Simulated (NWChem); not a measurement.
Species: HfHOCl$_{2}$ cation; SMILES [Cl][Hf+]([OH])[Cl]

```xyz
5

Hf     0.1966    -0.0004    -0.4252
Cl    -0.9425    -1.8311     0.3437
Cl    -0.9400     1.8314     0.3446
O      1.8566    -0.0018     0.4166
H      2.5848    -0.0019     1.0674
```
Atoms are numbered in this order, from 1.

Level: PBE-D3(BJ)/def2-SVP with def2 effective core potentials on Hf (NWChem), optimised geometry, unscaled harmonic frequencies. This spin state was assumed; another may lie lower. def2 effective core potentials on Hf; no spin-orbit coupling.

### Question
List the harmonic frequencies with IR intensities, and the thermochemistry.

### Answer
```
frequency (cm⁻¹)  IR intensity (km/mol)
----------------  ---------------------
102                                 1.1
130                                 1.5
158                                 1.0
380                               203.2
415                                18.3
419                                51.0
506                               196.7
782                                73.2
3741                              602.6
```

| Property | Result |
|---|---|
| zero-point energy | 9.5 kcal/mol |
| thermal correction to the enthalpy at 298.15 K (with zero-point energy) | 13.9 kcal/mol |
| heat capacity Cv | 18.0 cal/(mol K) |
| entropy at 298.15 K and 1 atm (symmetry number 1) | 83.4 cal/(mol K) |

Rigid rotor and harmonic oscillator.
